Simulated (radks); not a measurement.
Fractional charge and spin in the 2p shell of magnesium: the spin-up occupation runs from 2 to 3 and the spin-down occupation from 2 to 3; the fullest corner is Mg, [He] 2s2 3s2 2p(up 3, down 3). All-electron calculation, scalar-relativistic Kohn-Sham, r2SCAN, spin-polarised, spherical densities, finite nucleus; meta-GGA in the generalised Kohn-Sham scheme; Fermi nuclear charge, rms radius of each element as measured or else 0.836 A^(1/3) + 0.57 fm. Program: a radial shooting solver on a logarithmic mesh with Libxc functionals. Energy (eV) minus the two flat planes that join the four corners (they meet along the diagonal where the two added fractions sum to one electron); zero is where a piecewise linear energy would lie.

down \ up,2,2.25,2.5,2.75,3
2,0.000,-2.517,-3.329,-2.475,0.000
2.25,-2.517,-3.082,-1.999,0.690,-2.144
2.5,-3.329,-1.999,0.919,-1.700,-2.823
2.75,-2.475,0.690,-1.700,-2.609,-2.089
3,0.000,-2.144,-2.823,-2.089,0.000

Corners above the fullest one (they belong to Mg+ and the next ion): (up 3, down 2) 59.106 eV, (up 2, down 3) 59.106 eV, (up 2, down 2) 146.54 eV. With half an added electron in each spin the energy lies 0.919 eV from the planes, and with half an added electron in spin up alone -3.329 eV. The planes are only a guide here: the flat-plane condition holds for ground states with one frontier orbital, while this shell lies below other occupied shells, so the corners above the fullest one are inner-hole states and not the ground states of those ions.
